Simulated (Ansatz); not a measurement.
## Which is lower?

The two ends of one reaction step of SiH4SOF2, closed shell (PBE0-D4/def2-TZVP).

A:

```csv
atom,x (Å),y (Å),z (Å)
Si1,-0.0035,0.8379,0.4541
S2,0.3292,-0.9266,1.5464
F3,-1.4144,0.8675,-0.2800
F4,1.0852,1.0930,-0.6774
H5,0.0349,2.0034,1.3563
H6,0.5589,-1.0561,-1.9799
O7,-0.0916,-1.4059,-1.3651
H8,0.4490,-0.2262,2.6894
H9,-0.9475,-1.1871,-1.7435
```

B:

```xyz
9
angstrom
Si -0.5145 1.0606 -0.5019
S 1.7253 -1.2867 1.5156
F -1.5410 1.9850 -1.2805
F 0.9214 1.5517 -0.9472
H -0.6859 1.2131 0.9405
H 0.8760 -1.6538 0.5426
O -0.7540 -0.4897 -0.9134
H 0.8709 -1.6641 2.4786
H -0.8981 -0.7161 -1.8341
```

Program: Ansatz 0.2.0. Basis: def2-TZVPP. Cores are frozen in the correlated methods. B3LYP uses VWN-RPA correlation.

Problem. Which structure is lower at CCSD(T), and by how much? (To be estimated.)

Solution. By the calculation: B, by 12.87 kcal/mol (electronic energy, against the other). By their contacts, A is a complex of SiH₂SF₂ ([F][SiH]([F])[SH]) + H₂O and B is a complex of SiH₂OF₂ ([OH][SiH]([F])[F]) + H₂S.

All methods give the same order:

```
      method  E(B) − E(A) (kcal/mol)
       SPW92                   -8.54
      PBE-D4                   -8.80
     BLYP-D4                  -11.47
   r2SCAN-D4                  -10.74
      B97M-V                  -11.14
     PBE0-D4                   -9.96
    B3LYP-D4                  -12.32
  r2SCAN0-D4                  -11.38
    BHLYP-D4                  -13.51
CAM-B3LYP-D4                  -13.47
     wB97X-V                  -11.69
     wB97M-V                  -11.31
      B2PLYP                  -13.26
    PBE-QIDH                  -11.49
  RPA on PBE                  -13.42
          HF                  -17.65
         MP2                  -12.37
        CCSD                  -13.76
     CCSD(T)                  -12.87
```

The T1 diagnostic stays at or below 0.012.

Labels in which every atom is bracketed show which atoms are joined, not bond orders.

For scale, one of the runs: CCSD(T)/def2-TZVPP, 233 basis functions, launched by `ansatz run in.yaml --threads 4 --pin off --events-out ev --progress --plain --max-ram 9574MiB`. Hardware: 4 CPU threads of an Arm Neoverse V1, shared host. Wall time 2.3 min; peak host memory 4.2 GiB.
